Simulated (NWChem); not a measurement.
Everything below was run with NWChem. System: aminoborane (H₄BN), charge 0, spin multiplicity 1, at a geometry optimised with PBE0/def2-SVP. Level: CR-EOMCCSD(T)/aug-cc-pVDZ, 2 core orbitals frozen.

Output (cleaned and shortened):

```
             Northwest Computational Chemistry Package (NWChem) 7.3.0
             --------------------------------------------------------

                                NWChem Input Module
                                -------------------

 Scaling coordinates for geometry "geometry" by  1.889725989
 (inverse scale =  0.529177249)

 Turning off AUTOSYM since
 SYMMETRY directive was detected!

                             Geometry "geometry" -> ""
                             -------------------------

 Output coordinates in angstroms (scale by  1.889725989 to convert to a.u.)

  No.       Tag          Charge          X              Y              Z
 ---- ---------------- ---------- -------------- -------------- --------------
    1 B                    5.0000     0.00000000     0.00000000    -0.77616900
    2 N                    7.0000     0.00000000     0.00000000     0.61117200
    3 H                    1.0000    -1.05745900     0.00000000    -1.36449800
    4 H                    1.0000     1.05745900     0.00000000    -1.36449800
    5 H                    1.0000     0.84635900     0.00000000     1.16582000
    6 H                    1.0000    -0.84635900     0.00000000     1.16582000

 Effective nuclear repulsion energy (a.u.)      32.1623911287

            Nuclear Dipole moment (a.u.)
            ----------------------------
        X                 Y               Z
 ---------------- ---------------- ----------------
     0.0000000000     0.0000000000     0.0000056692

      Symmetry information
      --------------------

 Group name             C2v
 Group number             16
 Group order               4
 No. of unique centers     4

      Symmetry unique atoms

     1    2    3    5


 Summary of "ao basis" -> "" (spherical)
 ------------------------------------------------------------------------------
       Tag                 Description            Shells   Functions and Types
 ---------------- ------------------------------  ------  ---------------------
 *                        aug-cc-pvdz                 on all atoms

 Summary of "ao basis" -> "ao basis" (spherical)
 ------------------------------------------------------------------------------
       Tag                 Description            Shells   Functions and Types
 ---------------- ------------------------------  ------  ---------------------
 B                        aug-cc-pvdz                9       23   4s3p2d
 N                        aug-cc-pvdz                9       23   4s3p2d
[...]
                   / eV      =        8.652601914842387
 largest EOMCCSD amplitudes: R1 and R2

 Singles contributions
     9a1  (alpha) ---     7b1  (alpha)       -0.8190383573
    14a1  (alpha) ---     7b1  (alpha)       -0.1691273473
    15a1  (alpha) ---     7b1  (alpha)        0.2153739728
    18a1  (alpha) ---     7b1  (alpha)        0.3035968825
    21a1  (alpha) ---     7b1  (alpha)       -0.1534246547

 Doubles contributions
======= CR-EOMCCSD(T) calculation ======
corresponding R0 value =     0.000000

CR-EOMCCSD(T) Intermediates cpu wall time             0.6            0.6
 creom_N i2_1 nr of boxes                    91
 creom_N i2_2 nr of boxes                   245
 creom_N i2_3 nr of boxes                    91
 creom_N i2_4 nr of boxes                   245

CR-EOMCCSD(T) triples loop cpu wall             1.8            1.8

 CR-EOMCCSD(T)  total energy / hartree       =       -81.495651294239210
 CR-EOMCCSD(T)  excitation energy (eV)       =      8.53279

 =========================================
 Excited-state calculation ( b2  symmetry)
 =========================================
 Dim. of EOMCC iter. space      500

 EOMCCSD SOLVER TYPE  1
  maxdiff =   0.47571132012630579

 No. of initial right vectors    1

 EOM-CCSD right-hand side iterations
 --------------------------------------------------------------
      Residuum       Omega / hartree  Omega / eV    Cpu    Wall
 --------------------------------------------------------------

 Iteration   1 using    1 trial vectors
   0.4815617410240   0.3952684187911   10.75581     0.3     0.3

 Iteration   2 using    2 trial vectors
   0.0979796899609   0.2928343206036    7.96843     0.2     0.2

 Iteration   3 using    3 trial vectors
   0.0713769835008   0.2825023035928    7.68728     0.2     0.2

 Iteration   4 using    4 trial vectors
   0.0534674059265   0.2739925522937    7.45572     0.2     0.2

 Iteration   5 using    5 trial vectors
   0.0194723814638   0.2713357717717    7.38343     0.2     0.2

 Iteration   6 using    6 trial vectors
   0.0091640979207   0.2710337044848    7.37521     0.2     0.2

 Iteration   7 using    7 trial vectors
   0.0064301471098   0.2707404443195    7.36723     0.2     0.2

 Iteration   8 using    8 trial vectors
   0.0036752905799   0.2707906747498    7.36859     0.2     0.2

 Iteration   9 using    9 trial vectors
   0.0018964319610   0.2708138366953    7.36922     0.2     0.2

 Iteration  10 using   10 trial vectors
   0.0011385776799   0.2708183073812    7.36934     0.2     0.2

 Iteration  11 using   11 trial vectors
   0.0006180877516   0.2708194517556    7.36938     0.2     0.2

 Iteration  12 using   12 trial vectors
   0.0003440237618   0.2708046161583    7.36897     0.2     0.2

 Iteration  13 using   13 trial vectors
   0.0002069987402   0.2708047502277    7.36898     0.2     0.2

 Iteration  14 using   14 trial vectors
   0.0001293228721   0.2708067986803    7.36903     0.2     0.2

 Iteration  15 using   15 trial vectors
   0.0000693686687   0.2708068997208    7.36903     0.2     0.2

 Iteration  16 using   16 trial vectors
   0.0000280674367   0.2708071081917    7.36904     0.2     0.2

 Iteration  17 using   17 trial vectors
   0.0000139110297   0.2708068430630    7.36903     0.2     0.2

 Iteration  18 using   18 trial vectors
   0.0000066736106   0.2708067945280    7.36903     0.2     0.2
 --------------------------------------------------------------
 Iterations converged
 ------------------

 Excited state root  1
 Excitation energy / hartree =        0.270806794528030
                   / eV      =        7.369030952473550
 largest EOMCCSD amplitudes: R1 and R2

 Singles contributions
     9a1  (alpha) ---     8b2  (alpha)       -0.8185764115
    12a1  (alpha) ---     8b2  (alpha)        0.1719971863
    15a1  (alpha) ---     8b2  (alpha)        0.1798651571
    18a1  (alpha) ---     8b2  (alpha)        0.3701176018

 Doubles contributions
======= CR-EOMCCSD(T) calculation ======
corresponding R0 value =     0.000000

CR-EOMCCSD(T) Intermediates cpu wall time             0.6            0.6
 creom_N i2_1 nr of boxes                    91
 creom_N i2_2 nr of boxes                   245
 creom_N i2_3 nr of boxes                    91
 creom_N i2_4 nr of boxes                   245

CR-EOMCCSD(T) triples loop cpu wall             1.5            1.5

 CR-EOMCCSD(T)  total energy / hartree       =       -81.538703357201072
 CR-EOMCCSD(T)  excitation energy (eV)       =      7.36128

 Task  times  cpu:       35.0s     wall:       35.0s

 Total times  cpu:       35.0s     wall:       35.0s
```

Write an NWChem input that would produce this output.

One answer among several that fit: 
```
start mol
memory heap 100 mb stack 700 mb global 1900 mb
geometry units angstroms nocenter noautoz
  B      0.000000     0.000000    -0.776169
  N      0.000000     0.000000     0.611172
  H     -1.057459     0.000000    -1.364498
  H      1.057459     0.000000    -1.364498
  H      0.846359     0.000000     1.165820
  H     -0.846359     0.000000     1.165820
  symmetry group C2v
end
basis spherical
  * library aug-cc-pvdz
end
scf
  rhf
  nopen 0
  maxiter 100
  thresh 1e-7
  semidirect memsize 60000000 filesize 0
end
tce
  freeze core 2
  creomsd(t)
  nroots 1
  2eorb
  2emet 13
  thresh 1e-5
  maxiter 200
  tilesize 24
end
task tce energy
```
